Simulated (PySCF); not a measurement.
Gas-phase reaction: 2 InH2Cl → InH3 + InCl + HCl

Method: PySCF energies plus ideal-gas RRHO corrections (1 bar). † marks an energy on the PBE0/def2-TZVP geometry and frequencies. MP2 freezes the core. All species are closed-shell singlets. In: scalar-relativistic def2 core potential, no spin-orbit coupling. InH2Cl, InH3: computed as isolated molecules; such fragments, hydroxides, amides, oligomers or adducts are transient or little studied in the gas. MP2 isn't extrapolated to the basis-set limit; its ΔH°(298 K) is 62.7 kJ in def2-SVP and 43.8 kJ in def2-TZVPP. The harmonic model lacks anharmonicity and excited electronic states, which grow with temperature; levels with a mode under 35 cm⁻¹ are left out.

```
level               ΔE electronic, kJ  ΔH°(298 K), kJ  ΔS°(298 K), J/K  ΔG°(800 K), kJ
------------------  -----------------  --------------  ---------------  --------------
HF/def2-TZVP†                      55              55              112             -33
M06-2X/def2-TZVP†                  62              62              112             -26
MP2/def2-SVP†                      62              63              112             -26
MP2/def2-TZVPP†                    43              44              112             -45
PBE/def2-TZVP†                     37              38              112             -51
PBE0/def2-SVP†                     49              50              112             -39
r2SCAN/def2-TZVP†                  61              61              112             -27
LDA/def2-TZVP†                     67              67              112             -21
ωB97M-V/def2-TZVP†                 58              59              112             -30
```
ΔH° is lowest at PBE/def2-TZVP† and highest at LDA/def2-TZVP†. No reference value is set beside these.
